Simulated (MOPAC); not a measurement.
Input for MOPAC: AM1 on C2H5FO (a complex).

```
AM1 1SCF PRECISE CHARGE=0 THREADS=1
C2H5FO

C     -0.54141864 1    -0.18690799 1    -0.15051109 1
F     -0.44071388 1     1.03880306 1     0.51341912 1
H     -0.57961257 1    -0.98034120 1     0.59481929 1
H     -1.45219744 1    -0.17877317 1    -0.74912557 1
H      0.33353868 1    -0.30306221 1    -0.79000988 1
C     -0.38907432 1     0.41972449 1     3.21131316 1
O     -0.47166722 1    -0.77692420 1     3.15020069 1
H     -1.28265088 1     1.06747595 1     3.27483332 1
H      0.58541601 1     0.94172355 1     3.21160048 1
```

Program output:

```
*******************************************************************************
 **                                                                           **
 **                              MOPAC v23.2.5                                **
 **                                                                           **
 *******************************************************************************
 ** MOPAC's Digital Object Identifier: https://doi.org/10.5281/zenodo.6511958 **
 **                                                                           **
 ** Please cite the open-source release paper for use of this MOPAC version:  **
 ** J. E. Moussa and J. J. P. Stewart (2026)                                  **
 ** MOPAC: An open-source semiempirical molecular orbital program             **
 ** J. Open Source Softw., 11(119), 8025, https://doi.org/10.21105/joss.08025 **
 *******************************************************************************

                              AM1 CALCULATION RESULTS

 *******************************************************************************
 *  AM1        - The AM1 Hamiltonian to be used
 *
 *
 *
 *                 CHARGE ON SYSTEM = 0
 *
 *
 *
 *  PRECISE    - TIGHTER CRITERIA TO BE USED
 *  1SCF       - DO 1 SCF AND THEN STOP
 *  THREADS=1  - MULTI-THREADING NOT USED
 *  T=         - A TIME OF 172800.0 SECONDS REQUESTED
 *  DUMP=N     - RESTART FILE WRITTEN EVERY 7200.0 SECONDS REQUESTED
 *******************************************************************************
AM1 1SCF PRECISE CHARGE=0 THREADS=1
 C2H5FO

   ATOM   CHEMICAL          X               Y               Z
  NUMBER   SYMBOL      (ANGSTROMS)     (ANGSTROMS)     (ANGSTROMS)

     1       C         -0.54141864  *  -0.18690799  *  -0.15051109  *
     2       F         -0.44071388  *   1.03880306  *   0.51341912  *
     3       H         -0.57961257  *  -0.98034120  *   0.59481929  *
     4       H         -1.45219744  *  -0.17877317  *  -0.74912557  *
     5       H          0.33353868  *  -0.30306221  *  -0.79000988  *
     6       C         -0.38907432  *   0.41972449  *   3.21131316  *
     7       O         -0.47166722  *  -0.77692420  *   3.15020069  *
     8       H         -1.28265088  *   1.06747595  *   3.27483332  *
     9       H          0.58541601  *   0.94172355  *   3.21160048  *



          CARTESIAN COORDINATES

    NO.       ATOM           X           Y           Z

     1         C         -0.5414     -0.1869     -0.1505
     2         F         -0.4407      1.0388      0.5134
     3         H         -0.5796     -0.9803      0.5948
     4         H         -1.4522     -0.1788     -0.7491
     5         H          0.3335     -0.3031     -0.7900
     6         C         -0.3891      0.4197      3.2113
     7         O         -0.4717     -0.7769      3.1502
     8         H         -1.2827      1.0675      3.2748
     9         H          0.5854      0.9417      3.2116

  H: (AM1): M.J.S. DEWAR ET AL, J. AM. CHEM. SOC. 107 3902-3909 (1985)
  C: (AM1): M.J.S. DEWAR ET AL, J. AM. CHEM. SOC. 107 3902-3909 (1985)
  O: (AM1): M.J.S. DEWAR ET AL, J. AM. CHEM. SOC. 107 3902-3909 (1985)
  F: (AM1): M.J.S. DEWAR AND E. G. ZOEBISCH, THEOCHEM, 180, 1 (1988).

           Empirical Formula: C2 H5 O F  =     9 atoms



      MOLECULAR POINT GROUP   :   Cs


      RHF CALCULATION, NO. OF DOUBLY OCCUPIED LEVELS = 13


 -------------------------------------------------------------------------------
 AM1 1SCF PRECISE CHARGE=0 THREADS=1
 C2H5FO



     1SCF WAS SPECIFIED, SO BFGS WAS NOT USED
     SCF FIELD WAS ACHIEVED


                              AM1 CALCULATION
                                                       MOPAC v23.2.5 Linux




          FINAL HEAT OF FORMATION =        -90.80083 KCAL/MOL =    -379.91069 KJ/MOL


          COSMO AREA              =        106.96 SQUARE ANGSTROMS
          COSMO VOLUME            =         88.21 CUBIC ANGSTROMS

          IONIZATION POTENTIAL    =         10.574060 EV
          HOMO LUMO ENERGIES (EV) =        -10.574  1.125
          NO. OF FILLED LEVELS    =         13
          MOLECULAR WEIGHT        =         64.0593         POINT GROUP:  Cs

          MOLECULAR DIMENSIONS (Angstroms)

            Atom       Atom       Distance
            H     9    H     4     4.59290
            H     5    H     8     3.35591
            O     7    F     2     2.51908


          SCF CALCULATIONS        =          1





   ATOM   CHEMICAL          X               Y               Z
  NUMBER   SYMBOL      (ANGSTROMS)     (ANGSTROMS)     (ANGSTROMS)

     1       C         -0.54141864  *  -0.18690799  *  -0.15051109  *
     2       F         -0.44071388  *   1.03880306  *   0.51341912  *
     3       H         -0.57961257  *  -0.98034120  *   0.59481929  *
     4       H         -1.45219744  *  -0.17877317  *  -0.74912557  *
     5       H          0.33353868  *  -0.30306221  *  -0.79000988  *
     6       C         -0.38907432  *   0.41972449  *   3.21131316  *
     7       O         -0.47166722  *  -0.77692420  *   3.15020069  *
     8       H         -1.28265088  *   1.06747595  *   3.27483332  *
     9       H          0.58541601  *   0.94172355  *   3.21160048  *

                             CARTESIAN COORDINATES

   1    C       -0.541418640    -0.186907990    -0.150511090
   2    F       -0.440713880     1.038803060     0.513419120
   3    H       -0.579612570    -0.980341200     0.594819290
   4    H       -1.452197440    -0.178773170    -0.749125570
   5    H        0.333538680    -0.303062210    -0.790009880
   6    C       -0.389074320     0.419724490     3.211313160
   7    O       -0.471667220    -0.776924200     3.150200690
   8    H       -1.282650880     1.067475950     3.274833320
   9    H        0.585416010     0.941723550     3.211600480


           Empirical Formula: C2 H5 O F  =     9 atoms



      MOLECULAR POINT GROUP   :   Cs


                  EIGENVALUES
 -48.61045 -39.59374 -28.29353 -24.86803 -17.25225 -16.78564 -16.68249 -16.46482
 -16.09776 -14.65703 -12.33950 -12.31709 -10.57406   1.12465   3.45324   3.94131
   3.96213   4.02428   4.26070   4.55888   6.31264


              NET ATOMIC CHARGES AND DIPOLE CONTRIBUTIONS

  ATOM NO.   TYPE          CHARGE      No. of ELECS.   s-Pop       p-Pop
    1          C          -0.044157        4.0442     1.22284     2.82131
    2          F          -0.198644        7.1986     1.92665     5.27200
    3          H           0.091017        0.9090     0.90898
    4          H           0.076586        0.9234     0.92341
    5          H           0.076600        0.9234     0.92340
    6          C           0.162055        3.8379     1.27203     2.56591
    7          O          -0.289045        6.2890     1.90195     4.38710
    8          H           0.062822        0.9372     0.93718
    9          H           0.062766        0.9372     0.93723
 DIPOLE           X         Y         Z       TOTAL
 POINT-CHG.     0.012     0.454    -0.682     0.819
 HYBRID         0.018     0.286    -0.031     0.288
 SUM            0.030     0.740    -0.712     1.028


          ATOMIC ORBITAL ELECTRON POPULATIONS

     Atom    s        px        py        pz
    1  C   1.22284   1.02239   0.82751   0.97141
    2  F   1.92665   1.97784   1.46577   1.82839
    3  H   0.90898
    4  H   0.92341
    5  H   0.92340
    6  C   1.27203   0.96915   0.90400   0.69275
    7  O   1.90195   1.90067   1.17615   1.31028
    8  H   0.93718
    9  H   0.93723

 **********************
 *                    *
 * JOB ENDED NORMALLY *
 *                    *
 **********************




 == MOPAC DONE ==
```

The run finished.

Cost: very roughly 0.020 core-seconds.
